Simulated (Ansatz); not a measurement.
The same path of AlF₂H₄N (8 atoms, charge 0, multiplicity 1) was run twice with different band settings. Lost on the way: Al1–H2, N5–H8. Made: H2–H8.

Method: Ansatz 0.2.0, RKS LDA/def2-SVP.

Relaxed end points:

```xyz
8
Properties=species:S:1:pos:R:3
Al 0.016 -0.060 0.251
H -0.237 0.934 1.470
F 1.546 -0.110 -0.435
F -1.241 -0.338 -0.827
N 0.061 -1.938 0.953
H -0.676 -2.442 0.434
H 0.981 -2.325 0.683
H -0.082 -2.068 1.965
```

```xyz
8
Properties=species:S:1:pos:R:3
Al 0.098 -0.623 -0.035
H -0.234 0.412 1.779
F 1.489 0.255 -0.213
F -1.309 0.024 -0.619
N 0.155 -2.299 0.492
H -0.641 -2.940 0.439
H 1.020 -2.807 0.694
H -0.209 -0.367 1.955
```

Common settings: movable images 9; climbing image yes; optimiser quadratic models (default); start path through a guess of the saddle point; force threshold 0.05 eV/Å; iteration limit 60; end points relaxed.

| run | spring |
| --- | --- |
| 1 | 5.0 eV/Å² |
| 2 | 2.0 to 10.0 eV/Å², energy-weighted |

Question: What does each run give, and how far can it be trusted?

Answer: Run 1: converged after 12 iterations, highest image 1.223 eV above the first end. A vibrational analysis at the climbing image gives one clearly imaginary mode, 800i cm⁻¹: a first-order saddle point.
Run 2: converged after 13 iterations, highest image 1.223 eV above the first end. Another band between the same ends (9 images) ends at a top of the same energy, where a vibrational analysis finds 1 clearly imaginary mode.
The orbitals stay closed-shell, which can raise the energy where a bond breaks towards radicals; this wasn't checked here.
